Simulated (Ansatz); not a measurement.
System: SiBr, net charge 0, doublet state. SMILES: [Si]Br
Geometry: optimised at B3LYP-D3(BJ)/def2-TZVP (Ansatz, an electronic-structure program).

Quantity: atomisation energy, in kcal/mol. Terms: spin-orbit terms left out; non-relativistic; LANL2DZ with its own core potentials from Na on; UHF or UKS for open shells; six Cartesian d functions in 6-31G* and its kin unless marked 5d; atomisation electronic, to ground-state atoms. First-principles rows: single points at B3LYP-D3(BJ) geometries (Ansatz).

```json
[
 {"level": "HF/STO-3G", "program": "Ansatz", "atomisation energy (kcal/mol)": "84.6"},
 {"level": "HF/3-21G", "program": "Ansatz", "atomisation energy (kcal/mol)": "37.0"},
 {"level": "HF/LANL2DZ", "program": "Ansatz", "atomisation energy (kcal/mol)": "33.4"},
 {"level": "HF/6-31G*", "program": "Ansatz", "atomisation energy (kcal/mol)": "56.6"},
 {"level": "HF/6-31G* with LANL2DZ past Ar", "program": "Ansatz", "atomisation energy (kcal/mol)": "48.4"}
]
```

No value to compare with is used here. The 5 habitual levels span 33.4 (HF/LANL2DZ) to 84.6 kcal/mol (HF/STO-3G).

The sets are all those run for this method; runs whose electronic state is in doubt are left out.
